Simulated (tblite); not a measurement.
Compound: C₇H₈FS (doublet state).
Z-matrix (Å and degrees, GFN2-xTB geometry), rows numbered from 1:
```
C 
C   1  1.3190
C   2  1.5062  1  124.38
C   3  1.4851  2  111.57  1  -123.41
C   4  1.4341  3  119.22  2  -156.17
S   5  1.9230  4  106.47  3    69.20
C   6  1.7539  5   93.33  4   -55.67
F   7  1.3473  6  112.73  5  -154.86
C   7  1.3280  6  127.44  5    23.62
H   1  1.0764  2  121.83  3  -179.49
H   1  1.0781  2  121.97  3     0.61
H   2  1.0813  1  120.94  3   179.05
H   3  1.1026  2  108.22  1    -2.72
H   4  1.0770  3  118.72  2     6.13
H   5  1.0877  4  114.75  3   -43.64
H   5  1.0846  4  115.11  3  -175.60
H   9  1.0799  3  116.31  2   -61.78
```

Calculated harmonic vibrations of the isolated species, GFN2-xTB (tblite), most abundant isotopes, no scaling. The method is semi-empirical: single wavenumbers can be off by several per cent or more. One conformer, not necessarily the lowest. Open shells enter through the occupations alone, without spin polarisation, and single modes of such species can be off by tens of per cent.

Harmonic wavenumbers (cm⁻¹): 41.9, 57.0, 135.2, 223.3, 271.2, 290.4, 346.4, 353.5, 398.7, 432.3, 458.1, 479.8, 549.7, 630.5, 677.9, 711.0, 791.6, 863.0, 900.4, 934.9, 983.8, 1020.6, 1040.5, 1093.9, 1107.5, 1136.8, 1152.3, 1190.9, 1195.8, 1213.4, 1233.9, 1284.0, 1338.1, 1412.6, 1432.6, 1667.1, 1710.6, 2823.7, 2991.8, 3048.6, 3069.0, 3085.9, 3098.1, 3109.4, 3128.8.

A = 2327, B = 993.2, C = 755.8 MHz; mass 143.033 u (most abundant isotopes); point group C1, symmetry number 1; spin multiplicity 2.

Task: What is the zero-point energy?

Result: Half the sum of the wavenumbers: 27558 cm⁻¹ = 329.67 kJ/mol.

Task: What is S at 298.15 K and 1 bar for an ideal gas of classical rigid rotors and harmonic oscillators?

Result: Translation 170.75, rotation 123.84, vibration 109.54, spin (R ln 2) 5.76: S = 409.9 J/(mol K).

Task: And Cp and H(298.15 K) − H(0)?

Result: Cp = 155.47 J/(mol K), of which vibrations give 122.21 (their classical limit is 45 R = 374.2); H(298.15 K) − H(0) = 27.44 kJ/mol without the zero-point energy, 17.52 from vibrations.

Task: Blend soft modes into free rotors: weight 1/[1 + (100 cm⁻¹/ν̃)⁴] for the oscillator and the rest for a rotor with moment μB/(μ + B), μ = h/(8π²ν), B = 10⁻⁴⁴ kg m². What vibrational entropy results?

Result: 99.14 J/(mol K) in place of 109.54, which changes −T·S at 298.15 K by +3.10 kJ/mol.

Task: How do the functions run with temperature in this model?

Result: 
| T (K) | S (J/(mol K)) | Cp (J/(mol K)) | H − H(0) (kJ/mol) | G − H(0) (kJ/mol) | ln q(vib) |
| --- | --- | --- | --- | --- | --- |
| 150 | 327.3 | 91.6 | 9.10 | -40.00 | 2.70 |
| 250 | 384.4 | 135.1 | 20.44 | -75.65 | 4.97 |
| 400 | 461.3 | 195.0 | 45.34 | -139.17 | 8.54 |
| 600 | 552.1 | 252.5 | 90.52 | -240.72 | 13.33 |
| 900 | 665.2 | 304.4 | 174.77 | -423.94 | 20.11 |

q(vib) and H(0) count from the zero-point level.

Hindered rotation and anharmonicity are outside this model. Other conformers, if any are populated, would add a mixing term that is left out. The structure is chiral; the term R ln 2 for an equal mix with its mirror image is left out.
